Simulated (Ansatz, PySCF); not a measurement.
This PySCF input computes a PBE/def2-TZVPD energy:

```python
from pyscf import gto, scf, dft

mol = gto.M(
    atom='''
    Sn   -0.00000000   -0.00000000   -0.60735660
    Cl    0.00000000    0.00000000    1.78634293
    ''',
    basis='def2-tzvpd',
    ecp='def2-tzvp',
    charge=0,
    spin=1,
    symmetry='C2v',
    verbose=4,
)

mf = dft.UKS(mol, xc='pbe').density_fit(auxbasis='def2-universal-jkfit')
mf.grids.level = 3
mf.conv_tol = 1e-9
mf.max_cycle = 100
mf.max_memory = 1500
mf.kernel()
if not mf.converged:
    mf = mf.newton()
    mf.kernel(mf.make_rdm1())
mf.analyze()
```

**Question.** Write an input for the same energy in Ansatz (an electronic-structure program) and say what it gives.

**Answer.** 
Ansatz 0.2 input:
```yaml
crystal:
  periodic: [false, false, false]
  atoms:
    - {symbol: Sn, position_ang: [-0.00000000, -0.00000000, -0.60735660]}
    - {symbol: Cl, position_ang: [0.00000000, 0.00000000, 1.78634293]}
basis:
  gaussian:
    orbitals: def2-TZVPD
hamiltonian:
  xc: {name: PBE}
magnetization: {spin_polarized: true, initial_magnetization: 1}
output: {forces: true}
```
It gives -674.36019 Eh, and PySCF -674.36021 Eh, a difference of 0.02 mEh, from the treatment of integrals and grids.
